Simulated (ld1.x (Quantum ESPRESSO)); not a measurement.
## What the settings do to the TM potential of H (Z = 1)

Base potential:

ld1.x (Quantum ESPRESSO) 7.5 input, shortened:

```
&input
   title='H', zed=1., rel=0, dft='PBE', iswitch=3,
   config='1s1 2p-2'
 /
 &inputp
   pseudotype=2, tm=.true., lloc=-2, rcloc=0.65,
   nlcc=.false.
 /
2
1S  1  0   1.00   0.00  0.70  0.70  0.0
2P  2  1  -2.00   0.20  0.75  0.75  0.0
 &test
   configts(1)='1s1'
 /
```

All-electron outer shells of the reference configuration (PBE, non-relativistic, ld1.x):

| shell | level (eV) | outermost node (bohr) | outermost maximum (bohr) |
| --- | --- | --- | --- |
| 1s | -6.49 | – | 1.03 |

Cutoffs, loose and tight: the cutoffs (Ry, on a coarse ladder) from which the occupation-weighted sum of valence levels, in a spherical-Bessel basis at the reference potential, stays within 10 and 1 mRy of its value at 400 Ry. They do not see the model core or the augmentation charge, which bear on the density cutoff. Test errors are all-electron minus pseudo excitation energies from the reference, over the configurations 1s0.5. A dash means not determined; rows that change the core or the reference have their own tests.

| change | outcome | cutoff, loose | cutoff, tight | bound ghosts |
| --- | --- | --- | --- | --- |
| base | generated | 35 Ry | 80 Ry | none |
| all radii scaled by about 0.77 (s 0.54, p 0.58 bohr); local potential all-electron potential smoothed inside 0.50 bohr (lloc = -2) | generated | 40 Ry | 100 Ry | none |
| all radii scaled by about 0.88 (s 0.62, p 0.66 bohr); local potential all-electron potential smoothed inside 0.56 bohr (lloc = -2) | generated | 35 Ry | 90 Ry | none |
| all radii scaled by about 0.92 (s 0.64, p 0.70 bohr); local potential all-electron potential smoothed inside 0.60 bohr (lloc = -2) | generated | 35 Ry | 90 Ry | none |
| all radii scaled by about 1.13 (s 0.80, p 0.84 bohr); local potential all-electron potential smoothed inside 0.74 bohr (lloc = -2) | generated | 30 Ry | 70 Ry | none |
| all radii scaled by about 1.23 (s 0.86, p 0.92 bohr); local potential all-electron potential smoothed inside 0.80 bohr (lloc = -2) | generated | 30 Ry | 55 Ry | none |
| all radii scaled by about 1.30 (s 0.90, p 0.98 bohr); local potential all-electron potential smoothed inside 0.84 bohr (lloc = -2) | generated | 30 Ry | 55 Ry | none |

Q: What comes out with this change to the base: all radii scaled by about 1.03 (s 0.72, p 0.78 bohr); local potential all-electron potential smoothed inside 0.68 bohr (lloc = -2)?

A: outcome: generated; cutoff, loose: 35 Ry; cutoff, tight: 70 Ry; bound ghosts: none.

Q: What comes out with this change to the base: all radii scaled by about 1.37 (s 0.96, p 1.02 bohr); local potential all-electron potential smoothed inside 0.88 bohr (lloc = -2)?

A: outcome: generated; cutoff, loose: 30 Ry; cutoff, tight: 50 Ry; bound ghosts: none.

Reading the sweep of the scale of all radii (base = 1) (base included, trends over the rows without a ghost): The loose cutoff falls from 40 Ry at 0.77 to 30 Ry at 1.37. A larger radius leaves more room for a smooth pseudo-wave, so fewer plane waves are needed; a smaller one forces it to follow the all-electron wave where it bends sharply.
